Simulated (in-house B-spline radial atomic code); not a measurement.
The numbers below are computed, except where a source is named.
C6 from the polarisability at imaginary frequency: Mg2+

TDHF linear response of the closed shell [He] 2s2 2p6, from a B-spline radial code for spherical atoms; non-relativistic, point nucleus, no spin-orbit coupling.

The dispersion coefficient of two like species is C6 = (3/π) ∫ α(iu)² du from 0 to ∞.

```csv
u (hartree),α(iu) (bohr³)
0,0.47
0.156,0.4688
0.364,0.4633
0.624,0.4508
1.04,0.4213
1.56,0.3758
2.34,0.3071
3.64,0.2165
5.2,0.1472
7.79,0.08598
13,0.03863
26,0.01145
```

Fit one oscillator, α(iu) = α(0)/(1 + u²/ω²), through u = 5.2 and estimate C6.

From α(0)/α(iu) − 1 = 0.47/0.1472 − 1 = 2.1929, ω = u/√2.1929 = 3.5115 hartree (95.6 eV). London's formula gives C6 = (3/4) α(0)² ω = 0.75 × 0.47² × 3.5115 = 0.5818 hartree·bohr⁶, and the oscillator holds f = α(0) ω² = 5.80 electrons, of a sum of oscillator strengths of 10.0.

How does that compare with the full integral?

The program's quadrature over all excitations gives C6 = 0.5593, so the single oscillator is off by +4.0 %. At the last point the fit gives α = 0.00842 against 0.0115: higher excitations, and deeper shells where there are any, keep the true curve higher at large u.
